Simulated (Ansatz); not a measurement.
Reaction (hydrogenolysis of a Ge–S bond): `C[S][Ge]([CH3])([F])[F]` + H₂ → `[CH3][GeH]([F])[F]` + CH₃SH

Gas-phase electronic energies from Ansatz, PBE0-D4/def2-TZVP geometries. CCSD(T)/CBS is the MP2 limit (def2-TZVPP, def2-QZVPP) plus CCSD(T) − MP2 in def2-TZVPP, frozen cores. This one scheme is used for every species. DFT in def2-TZVPP. For Ge outer-core shells are correlated without core-valence functions, which leaves a few kJ/mol of doubt a bond. Scalar relativity is left out up to krypton. One conformer a species, not always the lowest.

Q: Is it downhill or uphill in electronic energy at CCSD(T)/CBS, and by how much? (An estimate is asked.)

A: Computed: Uphill: ΔE = +8.2 kcal/mol.

Q: What do these levels give: r2SCANh-D4, ωB97M-V, PBE-QIDH, PBE, r2SCAN0, CCSD/def2-SVP? (Best estimate.)

A: Computed: r2SCANh-D4 9.0, ωB97M-V 7.7, PBE-QIDH 7.5, PBE 7.2, r2SCAN0 7.6, CCSD/def2-SVP 3.9 kcal/mol.

Largest T1 diagnostic among the species: 0.012.

Leaving LDA and LC-ωPBE aside and taking each functional with its dispersion term where it has one, the values, not all of them listed here, spread over 4.5 kcal/mol, from CAM-B3LYP-D4 to revPBE-D4. From BLYP to BHLYP (50 % exact exchange), in def2-TZVPP and without D4, ΔE moves by −1.3 kcal/mol. The D4 term adds +3.7 kcal/mol with B3LYP and +2.1 kcal/mol with PBE0; it sums over pairs of atoms, weighted by their polarisabilities, and B3LYP, whose exchange is more repulsive, gets the larger term.

B3LYP here is the variant with VWN-RPA as its local correlation; programs differ in this.
